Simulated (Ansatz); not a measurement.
The cluster In2Se3. The state is a singlet with charge 0. Geometry B3LYP-D4/def2-SVP, basis def2-TZVP, Ansatz.

Cartesian coordinates in Å:
```
In 0.793 0.822 -0.498
In -1.470 -1.787 -0.586
Se 0.113 -0.305 -2.532
Se 1.096 1.576 1.837
Se -0.533 -0.307 1.779
```

```
run  HOMO (eV)  LUMO (eV)
  A      -5.35      -3.58
  B      -6.15      -2.92
  C      -5.10      -3.62
  D      -8.33      -1.09
```

In the def2 sets In takes a core potential; there is no spin–orbit coupling. Another isomer (singlet) lies 0.25 eV lower at PBE0-D4/def2-TZVP; other spin states weren't run for this one.

Q: The runs used PBE, PBE0, r2SCAN, ωB97X-V. Estimate which is which.

A: A r2SCAN (0 % exact exchange); B PBE0 (25 % exact exchange); C PBE (0 % exact exchange); D ωB97X-V (range-separated). Exact exchange lowers occupied and raises empty levels; among semilocal functionals meta-GGAs tend to open the gap a little, and such runs are hard to tell apart. The gap grows from 1.48 eV (PBE) to 7.24 eV (ωB97X-V).
